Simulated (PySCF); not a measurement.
**Partial charges of `C#CC[C@@H](C)[Si@H]1C[C@@H]1F`**

Compound: C7H11FSi.
Geometry (PBE0-D3(BJ)/def2-SVP, Å), atoms numbered from 1 in this order:
```xyz
20
C7H11FSi angstrom
C      2.0699   -0.0237   -2.5043
C      2.0258   -0.0732   -1.2952
C      1.9379   -0.1361    0.1576
C      0.5545   -0.5585    0.6852
C      0.5667   -0.6758    2.2081
Si    -0.8307    0.5820    0.0891
C     -1.8574    0.2349   -1.4284
C     -2.5586   -0.1141   -0.1211
F     -3.6931    0.5887    0.1682
H      2.1127    0.0236   -3.5766
H      2.2106    0.8494    0.5770
H      2.7004   -0.8409    0.5363
H      0.3135   -1.5437    0.2471
H      0.7649    0.2975    2.6864
H      1.3525   -1.3721    2.5459
H     -0.3957   -1.0429    2.5944
H     -0.6972    2.0137    0.4664
H     -1.6573   -0.5688   -2.1459
H     -2.2548    1.1402   -1.9048
H     -2.7094   -1.1904    0.0490
```

Density: PBE0/pcSseg-1 (PySCF); schemes: Mulliken, IAO, Hirshfeld and ESP-fitted. Geometry: PBE0-D3(BJ)/def2-SVP, one conformer, isolated molecule.

Task: Which atoms carry the lowest charge in the Mulliken, IAO, Hirshfeld and ESP-fitted schemes?

Result: The schemes don't all agree: Mulliken C4 (-0.604); IAO C7 (-0.547); Hirshfeld C7 (-0.182); ESP-fitted C5 (-0.590).

Task: For which atoms does the sign change between the 4 schemes (beyond +0.03 e in one, beyond −0.03 e in another)?

Result: C2 and C4. Atomic charges aren't observables, and each scheme defines them in its own way.

Task: Give the atomic charges in each scheme.

Result: In e:

```csv
atom,environment,Mulliken,IAO,Hirshfeld,ESP-fitted
C1,terminal alkyne carbon,-0.387,-0.246,-0.119,-0.531
C2,alkyne carbon,+0.163,-0.034,-0.040,+0.140
C3,propargylic carbon,-0.118,-0.262,-0.050,-0.383
C4,sp3 carbon bound to silicon,-0.604,-0.354,-0.095,+0.139
C5,methyl carbon,-0.218,-0.406,-0.112,-0.590
Si6,SiH silicon,+0.655,+0.775,+0.315,+0.093
C7,sp3 carbon bound to silicon,-0.483,-0.547,-0.182,-0.386
C8,sp3 C–F carbon,-0.012,-0.071,-0.041,+0.023
F9,alkyl fluorine,-0.312,-0.308,-0.121,-0.203
H10,alkyne hydrogen,+0.063,+0.201,+0.095,+0.333
H11,methylene hydrogen,+0.157,+0.158,+0.053,+0.178
H12,methylene hydrogen,+0.158,+0.161,+0.054,+0.162
H13,methine hydrogen,+0.159,+0.147,+0.042,+0.112
H14,methyl hydrogen,+0.120,+0.135,+0.041,+0.171
H15,methyl hydrogen,+0.121,+0.137,+0.042,+0.158
H16,methyl hydrogen,+0.137,+0.147,+0.045,+0.150
H17,Si–H hydrogen,-0.039,-0.097,-0.063,+0.016
H18,methylene hydrogen,+0.155,+0.157,+0.045,+0.136
H19,methylene hydrogen,+0.164,+0.169,+0.049,+0.174
H20,methine hydrogen,+0.122,+0.139,+0.041,+0.108
```

Mean size of the charges over all atoms: IAO 0.232 e, Mulliken 0.217 e, ESP-fitted 0.209 e, Hirshfeld 0.082 e. Each set sums to the total charge, 0, to within 0.001 e. The Hirshfeld scheme divides the density at each point in proportion to the densities of the neutral, spherically averaged free atoms.

Task: How many electrons does the IAO scheme count on C3?

Result: Z − q = 6 − (-0.262) = 6.262.

Task: How closely do the schemes follow one another over all atoms?

Result: Correlation coefficient and root-mean-square difference: IAO with Hirshfeld 0.98, 0.188 e; Mulliken with IAO 0.93, 0.106 e; Mulliken with Hirshfeld 0.90, 0.190 e; IAO with ESP-fitted 0.69, 0.218 e; Hirshfeld with ESP-fitted 0.64, 0.208 e; Mulliken with ESP-fitted 0.59, 0.245 e.
